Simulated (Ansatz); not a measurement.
# Relative stability

Two relaxed structures of CHBI (charge -1), closed shell (PBE0-D4/def2-TZVPD; forces vanish, vibrations not checked).

A:

B1  (-0.452, 0.617, -0.515)
C2  (0.230, -0.293, 0.314)
I3  (0.233, -1.212, -1.856)
H4  (-1.055, 1.543, -0.954)
(Å)

B:

B1  (-0.430, 0.608, -0.437)
C2  (0.226, -0.321, 0.231)
I3  (1.222, -1.730, 1.244)
H4  (-1.019, 1.442, -1.037)
(Å)

Ansatz 0.2.0; basis: def2-TZVPPD; cores frozen in the correlated methods. Filled d shells of the heavier atoms are correlated. Core potentials replace the inner electrons of the atoms past krypton. The def2 sets are not built for correlating such inner shells, so the correlated values are less sure here. B3LYP uses VWN-RPA correlation.

Q: Which structure is lower at CCSD(T), and by how much? (To be estimated.)

A: By the calculation: B, by 0.635 eV (electronic energy, against the other). By their contacts, A is CHBI ([BH]1[C][I]1), total charge -1 and B is CHBI ([BH][C][I]), total charge -1.

All methods give the same order:

```
   method  E(B) − E(A) (eV)
   PBE-D4            -0.615
r2SCAN-D4            -0.598
  PBE0-D4            -0.623
 B3LYP-D4            -0.630
  wB97M-V            -0.588
       HF            -0.469
      MP2            -0.846
     CCSD            -0.641
  CCSD(T)            -0.635
```

No T1 diagnostic of these runs exceeds 0.016.

Labels in which every atom is bracketed show which atoms are joined, not bond orders.

For scale, one of the runs: CCSD(T)/def2-TZVPPD, 150 basis functions, launched by `ansatz run in.yaml --threads 2 --pin off --events-out ev --progress --plain --max-ram 4352MiB`. Time: 16 s of wall clock on 2 CPU threads of an Arm Neoverse V1; the host was shared. Peak host memory: 0.83 GiB.
